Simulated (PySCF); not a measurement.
Planning a shielding job on `CO[C@@H]1C=CCO1`.

Method: GIAO PBE0/pcSseg-1 NMR shielding, non-relativistic, gas phase (PySCF 2.14.0, density-fitted response routines). Geometry: GFN2-xTB, MD frame at 250 fs, 300 K. Work: shieldings, ring-centre shieldings, density fitting. A driver script takes a list of jobs; this job's settings line and coordinates (Å) are shown.

Command:
```bash
OMP_NUM_THREADS=1 python probes_run.py task.json out
```

Input:
```
{"job": {"kind": "nmr", "xc": "PBE0", "basis": "pcSseg-1", "pop": false}, "charge": 0, "multiplicity": 1}
C      2.015600    -0.383500    -0.562400
O      0.676300    -0.782000    -0.875000
C     -0.207500    -0.358500     0.193300
C     -1.615000    -0.897800    -0.187400
C     -2.351400     0.142600    -0.531600
C     -1.475200     1.386300    -0.511400
O     -0.305800     1.003700     0.246300
H      2.248700    -0.868600     0.354300
H      2.067300     0.676900    -0.237500
H      2.728800    -0.704000    -1.377700
H      0.213100    -0.795800     1.148800
H     -1.850300    -1.909000    -0.027800
H     -3.273500     0.204300    -1.059600
H     -1.175100     1.704300    -1.550900
H     -1.760900     2.245300     0.002200
```

Hardware: one thread, Intel Xeon at 2.50 GHz (x86_64) (shared host). PySCF's memory limit was set to 1200 MB.

Question: How large is the basis?

Answer: 159 functions for 54 electrons, with 821 fitting functions; the fitted three-index integrals, 821 × 159 × 160/2 numbers of 8 bytes, come to 80 MiB.

Question: Estimate the wall time.

Answer: About 51 s. The SCF took 14 cycles.

Question: How much memory does it need at the peak?

Answer: About 0.73 GiB. Peak memory is the resident size of the whole Python process, interpreter and libraries included.

The SCF part of the output:
```
coarse grid: 12568 points
cycle   1  E = -345.1257821903  dE =  1.028e+00  |g| = 7.380e-01  |ddm| = 3.384e+00
cycle   2  E = -345.0283288421  dE =  9.745e-02  |g| = 1.056e+00  |ddm| = 1.280e+00
cycle   3  E = -345.2259455511  dE = -1.976e-01  |g| = 8.241e-02  |ddm| = 7.993e-01
cycle   4  E = -345.2269520701  dE = -1.007e-03  |g| = 4.353e-02  |ddm| = 8.471e-02
cycle   5  E = -345.2273257141  dE = -3.736e-04  |g| = 1.256e-02  |ddm| = 3.772e-02
cycle   6  E = -345.2273545902  dE = -2.888e-05  |g| = 4.593e-03  |ddm| = 1.239e-02
cycle   7  E = -345.2273594960  dE = -4.906e-06  |g| = 5.246e-04  |ddm| = 4.020e-03
final grid: 121432 points
cycle   8  E = -345.2922237677  dE = -2.116e-05  |g| = 1.405e-02  |ddm| = 2.679e-02
cycle   9  E = -345.2921864049  dE =  3.736e-05  |g| = 2.040e-02  |ddm| = 1.930e-02
cycle  10  E = -345.2922592361  dE = -7.283e-05  |g| = 1.183e-03  |ddm| = 1.181e-02
cycle  11  E = -345.2922595511  dE = -3.150e-07  |g| = 2.190e-04  |ddm| = 1.198e-03
cycle  12  E = -345.2922595568  dE = -5.692e-09  |g| = 1.465e-04  |ddm| = 2.493e-04
cycle  13  E = -345.2922595614  dE = -4.562e-09  |g| = 1.935e-05  |ddm| = 1.160e-04
cycle  14  E = -345.2922595614  dE = -7.731e-11  |g| = 5.903e-06  |ddm| = 1.932e-05
converged SCF energy = -345.2922595614
```

On the final grid dE counts from the start density on that grid.

Times come from a shared host and carry two figures at best.
